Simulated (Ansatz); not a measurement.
The same path of a periodic cell of 19 atoms, PdC18 (surface graphene monolayer, adsorbate Pd) was run twice with different band settings.

Level of theory: DFT PBE, scalar-relativistic, plane waves, PAW in Ansatz. Settings: cutoff 420 eV, k mesh 2x2x1, gaussian smearing 0.02 eV, no spin polarisation.

Relaxed end points:

```xyz
19
Lattice="7.3980 0.0000 0.0000 -3.6990 6.4069 0.0000 0.0000 0.0000 13.0000" Properties=species:S:1:pos:R:3
C 0.018 0.016 0.980
C 1.250 0.736 0.980
C -1.215 2.151 0.953
C 0.013 2.873 0.963
C -2.445 4.286 0.965
C -1.216 5.009 0.953
C 2.484 0.016 0.977
C 3.715 0.736 0.978
C 1.241 2.142 1.023
C 2.483 2.859 1.131
C 0.014 4.287 0.961
C 1.240 5.017 1.020
C 4.950 0.016 0.979
C 6.182 0.737 0.978
C 3.727 2.143 1.020
C 4.952 2.873 0.963
C 2.483 4.301 1.131
C 3.726 5.017 1.024
Pd 2.476 3.579 3.171
```

```xyz
19
Lattice="7.3980 0.0000 0.0000 -3.6990 6.4069 0.0000 0.0000 0.0000 13.0000" Properties=species:S:1:pos:R:3
C -0.001 0.043 0.988
C 1.233 0.738 0.970
C -1.233 2.172 0.944
C 0.000 2.875 0.968
C -2.459 4.304 1.010
C -1.233 5.008 0.997
C 2.466 0.035 0.987
C 3.699 0.738 0.970
C 1.232 2.168 0.959
C 2.466 2.856 0.983
C -0.007 4.304 1.010
C 1.223 5.015 1.070
C 4.933 0.043 0.988
C 6.165 0.742 0.945
C 3.700 2.168 0.959
C 4.932 2.875 0.968
C 2.466 4.294 1.075
C 3.709 5.015 1.070
Pd 2.466 4.672 3.136
```

Common settings: climbing image yes; optimiser quadratic models (default); force threshold 0.05 eV/Å; end points relaxed.

| run | movable images | spring | start path | iteration limit |
| --- | --- | --- | --- | --- |
| 1 | 5 | 10.0 eV/Å² | straight line | 14 |
| 2 | 2 | 5.0 eV/Å² | default | 38 |

(1) What does each run give, and how far can it be trusted?

Answers

(1) Run 1: not converged after 14 iterations, highest image 0.057 eV above the first end. The band didn't meet its force threshold, so its energies are provisional: the largest band force was still 0.09 eV/Å, and over the last iterations the top stayed at 0.06 eV.
Run 2: converged after 9 iterations, highest image 0.072 eV above the first end. The order of the stationary point at the top wasn't checked. So few images can step over the top or miss a turn of the path.
Limits of this set-up: coarse k mesh, slab without dipole correction.
